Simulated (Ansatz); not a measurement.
Reaction (redistribution): `C[O][Ge]([OH])([SiH3])[Cl]` + `[F][Sn]([Cl])([Cl])[Cl]` → `[SiH3][Sn]([Cl])([Cl])[Cl]` + `C[O][Ge]([OH])([F])[Cl]`

Computed with Ansatz on PBE0-D4/def2-TZVP structures; ΔE is electronic, products minus reactants. CCSD(T)/CBS is the MP2 limit (def2-TZVPP, def2-QZVPP) plus CCSD(T) − MP2 in def2-TZVPP, frozen cores. Functionals use def2-TZVPP. B3LYP here is the variant with VWN-RPA as its local correlation; programs differ in this. Elements past krypton have def2 core potentials. For Ge, Sn outer-core shells are correlated without core-valence functions, which leaves a few kJ/mol of doubt a bond. Scalar relativity is left out up to krypton. One conformer a species, not always the lowest.

```csv
level,ΔE (kJ/mol)
PBE-D4,-41.4
r2SCAN-D4,-47.7
B3LYP-D4,-46.8
ωB97X-V,-48.4
B2PLYP,-50.8
HF/def2-TZVPP,-63.6
HF/def2-QZVPP,-61.3
SCS-MP2/def2-QZVPP,-52.6
```

Task: What does CCSD(T)/CBS give? (Estimate.)

Result: Ansatz gave: -46.5 kJ/mol. The listed levels differ from it by 5.1, -1.2, -0.3, -1.9, -4.3, -17.1, -14.8, -6.1 kJ/mol.

Largest T1 diagnostic among the species: 0.012.

From PBE to PBE0 (25 % exact exchange), in def2-TZVPP and without D4, ΔE moves by −7.8 kJ/mol. In def2-TZVPP, CCSD(T) changes the Hartree–Fock value by +10.3 kJ/mol (the triples alone add +2.7 kJ/mol) and MP2 by +5.3 kJ/mol.
